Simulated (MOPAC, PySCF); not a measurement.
H$_{3}$B, SMILES `B`, neutral singlet in the gas phase. 

Cartesian coordinates (Å):
SMILES: B
```xyz
4

B      0.0000     0.0000     0.0000
H     -0.8953    -0.7788    -0.0808
H     -0.2238     1.1679    -0.0226
H      1.1191    -0.3891     0.1035
```
Charge 0, spin multiplicity 1.

All levels are single points at this geometry (B3LYP-D3(BJ)/def2-TZVP); Pople sets use spherical d functions. Orbital energies aren't observables, and empty levels follow the basis.

PM3 in MOPAC gives dipole (D) = 0.00.

Estimate the dipole (D) from each of these levels: B3LYP-D3(BJ)/def2-TZVP in PySCF; PBE-D3(BJ)/def2-TZVP in PySCF; B3LYP/3-21G in PySCF; B3LYP/6-311+G** in PySCF; B3LYP/6-31G* in PySCF; BP86/6-31G* in PySCF; M06-2X/6-31G* in PySCF; SVWN5/6-31G* in PySCF; HF/3-21G in PySCF; HF/6-31G* in PySCF; HF/STO-3G in PySCF; PM6 in MOPAC.


| level | dipole (D) |
|---|---|
| B3LYP-D3(BJ)/def2-TZVP in PySCF | 0.00 |
| PBE-D3(BJ)/def2-TZVP in PySCF | 0.00 |
| B3LYP/3-21G in PySCF | 0.00 |
| B3LYP/6-311+G** in PySCF | 0.00 |
| B3LYP/6-31G* in PySCF | 0.00 |
| BP86/6-31G* in PySCF | 0.00 |
| M06-2X/6-31G* in PySCF | 0.00 |
| SVWN5/6-31G* in PySCF | 0.00 |
| HF/3-21G in PySCF | 0.00 |
| HF/6-31G* in PySCF | 0.00 |
| HF/STO-3G in PySCF | 0.00 |
| PM6 in MOPAC | 0.00 |
